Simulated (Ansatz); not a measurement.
Basis sets compared for GaMe2(OMe) (C3H9GaO). Charge 0, multiplicity 1. Geometry r2SCAN-D4/def2-SVP. Ansatz on 4 threads of Arm Neoverse V2 on a shared host; times are rough, and most runs start from earlier orbitals.

```xyz
14

C     0.1688   -0.3644   -1.8403
C     2.2211   -0.0208    1.0710
C    -2.1998    0.3539    0.6923
Ga    0.5524   -0.0423    0.0583
O    -0.8649    0.3072    1.1087
H     1.0843   -0.5824   -2.4103
H    -0.3172    0.5164   -2.2908
H    -0.5232   -1.2142   -1.9577
H     2.6800   -1.0233    1.0865
H     2.0262    0.2907    2.1080
H     2.9559    0.6674    0.6226
H    -2.3357    0.1666   -0.3933
H    -2.6428    1.3445    0.9118
H    -2.8050   -0.3992    1.2331
```

Binding counts from free atoms (C triplet, Ga doublet, O triplet, H doublet) in the same basis, without a counterpoise term.

```json
{"level": "PBE-D4/def2-SVP", "functions": "133", "energy (Eh)": "-2118.9033", "HOMO (eV)": "-5.82", "LUMO (eV)": "-0.95", "binding per atom (eV)": "3.85", "wall time": "1.5 s"}
{"level": "PBE0-D4/def2-SVP", "functions": "133", "energy (Eh)": "-2118.9698", "HOMO (eV)": "-7.32", "LUMO (eV)": "-0.17", "binding per atom (eV)": "3.80", "wall time": "2 s"}
```

(1) Estimate the rows for PBE-D4/def2-TZVP (with forces), PBE0-D4/def2-TZVP.

Results:

(1) 
```json
{"level": "PBE-D4/def2-TZVP (with forces)", "functions": "226", "energy (Eh)": "-2119.3771", "HOMO (eV)": "-5.97", "LUMO (eV)": "-1.07", "binding per atom (eV)": "3.82", "wall time": "3.1 s"}
{"level": "PBE0-D4/def2-TZVP", "functions": "226", "energy (Eh)": "-2119.4374", "HOMO (eV)": "-7.43", "LUMO (eV)": "-0.27", "binding per atom (eV)": "3.77", "wall time": "4 s"}
```
